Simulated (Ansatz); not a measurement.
Basis-set extrapolation for CH7BO2Si (PBE0-D4/def2-TZVP geometry, frozen core, the Gaussian-basis code of Ansatz). Multiplicity 1, RHF reference.

```json
{"": "HF", "def2-TZVPP": "-505.356679", "def2-QZVPP": "-505.375639"}
{"": "MP2 correlation", "def2-TZVPP": "-0.887163", "def2-QZVPP": "-0.952309"}
{"": "CCSD(T) correlation", "def2-TZVPP": "-0.967291", "def2-QZVPP": "not run"}
```

Energies in hartree. Use E(X) = E(∞) + A·exp(−7.88·√X) for Hartree–Fock and E(X) = E(∞) + B·X^(−2.97) for correlation, with X = 3 and 4, and add CCSD(T) minus MP2 of the smaller set to the MP2 limit.

What is the CCSD(T) energy at the basis-set limit?

HF limit: -505.375639 + (-0.018960) × 0.13774 = -505.37825. MP2 limit: -0.952309 + (-0.065146) × 0.74074 = -1.00057. Higher-order term: -0.967291 − (-0.887163) = -0.08013. Total: -506.45895 hartree, 354.4 kJ/mol below CCSD(T)/def2-TZVPP.
